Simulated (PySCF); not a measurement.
Input for PySCF: R-M06-2X/def2-TZVPP on H5NSeSi (SMILES N[Se][SiH3]), a point of a torsion scan.

```python
from pyscf import gto, dft

mol = gto.M(
    atom='''
    N     1.79307181   -0.13472343    0.01490923
    Se    0.45438536    0.16385299    1.27955893
    Si    1.37860141   -0.71190632    3.17351954
    H     2.64616345    0.34260983    0.29471447
    H     1.99380499   -1.12939112   -0.04922821
    H     1.64808221   -2.13522602    2.96299724
    H     2.64501491   -0.02958370    3.44454631
    H     0.38238058   -0.47615802    4.20228898
    ''',
    basis='def2-tzvpp',
    charge=0, spin=0, verbose=4, max_memory=1800)
mf = dft.RKS(mol, xc='m062x').density_fit(auxbasis='def2-universal-jkfit')
mf.grids.level = 4
mf.conv_tol = 1e-9
mf.max_cycle = 150
mf.kernel()
mf.dip_moment()
```

It printed:

```
PySCF version 2.14.0

[INPUT] verbose = 4
[INPUT] num. atoms = 8
[INPUT] num. electrons = 60
[INPUT] charge = 0
[INPUT] spin (= nelec alpha-beta = 2S) = 0
[INPUT] symmetry False subgroup None
[INPUT] Mole.unit = angstrom
[INPUT] Symbol           X                Y                Z      unit          X                Y                Z       unit  Magmom
[INPUT]  1 N      1.793071810000  -0.134723430000   0.014909230000 AA    3.388414642578  -0.254590385262   0.028174361428 Bohr   0.0
[INPUT]  2 Se     0.454385360000   0.163852990000   1.279558930000 AA    0.858663885412   0.309637275791   2.418015937942 Bohr   0.0
[INPUT]  3 Si     1.378601410000  -0.711906320000   3.173519540000 AA    2.605179099839  -1.345307971147   5.997082781556 Bohr   0.0
[INPUT]  4 H      2.646163450000   0.342609830000   0.294714470000 AA    5.000524201334   0.647438746284   0.556929633246 Bohr   0.0
[INPUT]  5 H      1.993804990000  -1.129391120000  -0.049228210000 AA    3.767745376891  -2.134239904316  -0.093027834503 Bohr   0.0
[INPUT]  6 H      1.648082210000  -2.135226020000   2.962997240000 AA    3.114424007668  -4.034992391845   5.599253291442 Bohr   0.0
[INPUT]  7 H      2.645014910000  -0.029583700000   3.444546310000 AA    4.998353775291  -0.055905090751   6.509249149281 Bohr   0.0
[INPUT]  8 H      0.382380580000  -0.476158020000   4.202288980000 AA    0.722594571552  -0.899808249815   7.941175268478 Bohr   0.0

nuclear repulsion = 258.230858845895
number of shells = 71
number of NR pGTOs = 292
number of NR cGTOs = 191
basis = def2-tzvpp
ecp = {}


******** <class 'pyscf.df.df_jk.DFRKS'> ********
method = DFRKS
initial guess = minao
damping factor = 0
level_shift factor = 0
DIIS = <class 'pyscf.scf.diis.CDIIS'>
diis_start_cycle = 1
diis_space = 8
diis_damp = 0
SCF conv_tol = 1e-09
SCF conv_tol_grad = None
SCF max_cycles = 150
direct_scf = False
XC library pyscf.dft.libxc version 7.1.2
    S. Lehtola, C. Steigemann, M. J. T. Oliveira, and M. A. L. Marques,  SoftwareX 7, 1–5 (2018)
XC functionals = m062x
    Y. Zhao and D. G. Truhlar,  Theor. Chem. Acc. 120, 215 (2008)
    Y. Zhao and D. G. Truhlar,  Theor. Chem. Acc. 120, 215 (2008)
radial grids:
    Treutler-Ahlrichs [JCP 102, 346 (1995); DOI:10.1063/1.469408] (M4) radial grids

becke partition: Becke, JCP 88, 2547 (1988); DOI:10.1063/1.454033
pruning grids: <function nwchem_prune>
grids dens level: 4
symmetrized grids: False
atomic radii adjust function: <function treutler_atomic_radii_adjust>
small_rho_cutoff = 0
Set gradient conv threshold to 3.16228e-05
Initial guess from minao.
tot grids = 165520
******** <class 'pyscf.df.df.DF'> ********
auxbasis = def2-universal-jkfit
init E= -2747.94496472656
  HOMO = -0.269139985102895  LUMO = -0.0619842932084325  gap/eV = 5.63699
cycle= 1 E= -2748.78624607566  delta_E= -0.841  |g|= 0.303  |ddm|=  2.2
  HOMO = -0.281106393228655  LUMO = 0.00269181468216584  gap/eV = 7.72254
cycle= 2 E= -2748.79745655144  delta_E= -0.0112  |g|= 0.219  |ddm|= 0.389
  HOMO = -0.28750163688623  LUMO = 0.00248992713318858  gap/eV = 7.89107
cycle= 3 E= -2748.80680505866  delta_E= -0.00935  |g|= 0.07  |ddm|= 0.195
  HOMO = -0.289461012286968  LUMO = 0.00583275521315622  gap/eV = 8.03535
cycle= 4 E= -2748.80781817004  delta_E= -0.00101  |g|= 0.0192  |ddm|= 0.0524
  HOMO = -0.289382788225766  LUMO = 0.00521782197752663  gap/eV = 8.01649
cycle= 5 E= -2748.80790798607  delta_E= -8.98e-05  |g|= 0.00508  |ddm|= 0.0167
  HOMO = -0.289437930382067  LUMO = 0.00549310711504378  gap/eV = 8.02548
cycle= 6 E= -2748.80791466251  delta_E= -6.68e-06  |g|= 0.00141  |ddm|= 0.00535
  HOMO = -0.289334205026623  LUMO = 0.00552324311955511  gap/eV = 8.02348
cycle= 7 E= -2748.80791516731  delta_E= -5.05e-07  |g|= 0.000334  |ddm|= 0.00174
  HOMO = -0.289397554043496  LUMO = 0.00549627272905671  gap/eV = 8.02447
cycle= 8 E= -2748.80791520204  delta_E= -3.47e-08  |g|= 8.24e-05  |ddm|= 0.000509
  HOMO = -0.289379023518525  LUMO = 0.00550885567719217  gap/eV = 8.02431
cycle= 9 E= -2748.80791520559  delta_E= -3.55e-09  |g|= 2.9e-05  |ddm|= 0.000186
  HOMO = -0.289385413642085  LUMO = 0.00550606364360383  gap/eV = 8.02441
cycle= 10 E= -2748.80791520605  delta_E= -4.58e-10  |g|= 6.28e-06  |ddm|= 5.97e-05
  HOMO = -0.289385085349672  LUMO = 0.00550635999058681  gap/eV = 8.02440
Extra cycle  E= -2748.80791520607  delta_E= -1.77e-11  |g|= 2.82e-06  |ddm|= 1.35e-05
converged SCF energy = -2748.80791520607
Dipole moment(X, Y, Z, Debye):  1.54208, -0.97907,  1.23050
```

The calculation finished and met its thresholds.

Cost: very roughly 50 core-seconds.
